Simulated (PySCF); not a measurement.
# Which orbitals make which state

C6H8F2.
InChI=1S/C6H8F2/c7-6(8)4-5(6)2-1-3-5/h1-4H2

Level of theory: TDDFT CAM-B3LYP/def2-SVPD, vertical, gas phase, core orbitals frozen in the response (PySCF). Isolated species at its PBE0-D3(BJ)/def2-SVP geometry, gas phase.

Orbital energies (eV): HOMO-3 -11.51, HOMO-2 -10.63, HOMO-1 -9.80, HOMO -9.34, LUMO 1.33, LUMO+1 1.72, LUMO+2 2.00.

Computed singlets:

```json
{"state": "S1", "E (eV)": "7.84", "f": "0.022"}
{"state": "S2", "E (eV)": "8.22", "f": "0.0032"}
{"state": "S3", "E (eV)": "8.29", "f": "0.0005"}
{"state": "S4", "E (eV)": "8.35", "f": "0.0027"}
{"state": "S5", "E (eV)": "8.51", "f": "0.047"}
{"state": "S6", "E (eV)": "8.67", "f": "0.046"}
```

Q: Which orbital pair leads each of S1, S2, S4, S5 and S6, and how does its energy difference Δε compare with the excitation energy?

A: 

| state | leading configuration | weight | Δε (eV) | E (eV) | E − Δε (eV) | f | other configurations |
| --- | --- | --- | --- | --- | --- | --- | --- |
| S1 | HOMO→LUMO | 0.87 | 10.67 | 7.84 | -2.83 | 0.022 | – |
| S2 | HOMO-1→LUMO | 0.68 | 11.13 | 8.22 | -2.91 | 0.0032 | H→L+1 (19%) |
| S4 | HOMO→LUMO+1 | 0.64 | 11.06 | 8.35 | -2.72 | 0.0027 | H-1→L (21%) |
| S5 | HOMO→LUMO+2 | 0.86 | 11.34 | 8.51 | -2.83 | 0.047 | – |
| S6 | HOMO-1→LUMO+1 | 0.85 | 11.52 | 8.67 | -2.86 | 0.046 | – |

E − Δε runs from -2.91 to -2.72 eV. By orbital difference alone the order would be S1, S4, S2, S5, S6.

H and L stand for HOMO and LUMO. The other states: S3 8.29 eV, f 0.0005, H→L+5 (52%), H→L+3 (36%).

Summed over the main configurations (up to three a state, each over 8%) of all 6 singlets, the electron leaves HOMO with weight 3.44 and HOMO-1 with weight 1.74.
